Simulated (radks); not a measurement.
Values are calculated unless marked as measured or tabulated.
All-electron atom: Tl in [Xe] 4f14 5d10 6s1.5 6p1 5f0.5 (fractional occupations, a model configuration). Code: a radial shooting solver on a logarithmic mesh with Libxc functionals. Model: scalar-relativistic Kohn-Sham, MS2 meta-GGA, spin-unpolarised, spherical densities, finite nucleus; meta-GGA in the generalised Kohn-Sham scheme; Fermi nuclear charge, rms radius 5.4759 fm. Some entries of the table are withheld. Estimate them.

| orbital | occ. | eigenvalue (hartree) | r(max) (bohr) | <1/r> (bohr^-1) |
|---|---|---|---|---|
| 1s | 2 | (1) | 0.01003 | 99.42 |
| 2s | 2 | -560.8879 | 0.05810 | 23.35 |
| 2p | 6 | (2) | 0.04833 | 20.59 |
| 3s | 2 | -134.1857 | 0.1637 | 8.657 |
| 3p | 6 | -111.5042 | 0.1637 | 7.851 |
| 3d | 10 | -88.01159 | 0.1335 | 7.371 |
| 4s | 2 | -30.18111 | (3) | 3.716 |
| 4p | 6 | -22.73079 | 0.3888 | 3.349 |
| 4d | 10 | -13.98378 | 0.3954 | 3.008 |
| 5s | 2 | -4.97363 | 0.8085 | 1.541 |
| 4f | 14 | -4.33733 | 0.3583 | 2.604 |
| 5p | 6 | -2.96044 | (4) | 1.316 |
| 5d | 10 | -0.71428 | 1.111 | 0.9528 |
| 6s | 1.5 | -0.47009 | 2.060 | 0.5242 |
| 6p | 1 | -0.18378 | 2.759 | 0.3678 |
| 7s | 0 | -0.05693 | 6.281 | 0.1683 |
| 7p | 0 | -0.02588 | 12.79 | 0.08624 |
| 6d | 0 | -0.01816 | 15.09 | 0.07703 |
| 5f | 0.5 | -0.00980 | (5) | 0.03909 |

Answer. 
(1) 1s eigenvalue (hartree): -3147.299
(2) 2p eigenvalue (hartree): -482.3187
(3) 4s r(max) (bohr): 0.3689
(4) 5p r(max) (bohr): 0.9054
(5) 5f r(max) (bohr): 26.94
